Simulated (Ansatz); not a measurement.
`[CH3][Ti]([OH])([F])[Cl]` + H₂O → `[CH3][Ti]([OH])([OH])[F]` + HCl at 298.15 K and 1 bar (formal hydrolysis of a Ti–Cl bond).

Isolated molecules relaxed with PBE0-D4/def2-TZVP in Ansatz; ΔE leaves out vibrations. CCSD(T)/CBS adds triple-zeta CCSD(T) − MP2 to the extrapolated MP2 energy (def2 sets, frozen cores). This one scheme is used for every species. For Ti outer-core shells are correlated without core-valence functions, which leaves a few kJ/mol of doubt a bond. Scalar relativity is left out up to krypton. Each species was taken in one conformer, which may not be the lowest.

```tsv
species	CCSD(T)/CBS energy (Eh)	H − E (kJ/mol)	S (J/(mol·K))
`[CH3][Ti]([OH])([F])[Cl]`	-1524.31841	159.1	381.7
H₂O	-76.37941	66.4	188.7
`[CH3][Ti]([OH])([OH])[F]`	-1140.30454	190.6	375.9
HCl	-460.38127	26.6	186.8
```

H − E and S are ideal-gas, rigid-rotor, harmonic terms from PBE0-D4/def2-TZVP, for one conformer and one mirror image of each species. 1 Eh = 2625.50 kJ/mol, R = 8.31446 J/(mol·K).

Q: By hand: ΔE, ΔH, ΔS and ΔG.

A: ΔE = (-1140.30454) + (-460.38127) − (-1524.31841) − (-76.37941) = 0.01201 Eh = 31.5 kJ/mol. Δ(H − E) = 190.6 + 26.6 − 159.1 − 66.4 = -8.3, so ΔH = 23.2 kJ/mol. ΔS = 375.9 + 186.8 − 381.7 − 188.7 = -7.7 J/(mol·K). ΔG = 23.2 − 298.15 × (-7.7)/1000 = 25.5 kJ/mol.

Q: By hand: the equilibrium constant, and the temperature at which ΔG would vanish if ΔH and ΔS stayed fixed.

A: log₁₀ K = −ΔG/(RT ln 10) = -4.5. ΔH and −TΔS have one sign here, so there is no such temperature.

The number of gas molecules stays the same, so ΔS is small and ΔH decides. A doubt of 5 kJ/mol in ΔE shifts log₁₀ K by 0.9 here. Other conformers and mirror images would add mixing entropy, several J/(mol·K) or more a flexible species. These are equilibria of isolated gas molecules and say nothing of rates. Largest T1 diagnostic: 0.022 (customary marks: 0.02 for closed shells, 0.045 for open ones).

ΔS is within the doubt of such terms, so its sign, and with it that verdict, could turn.
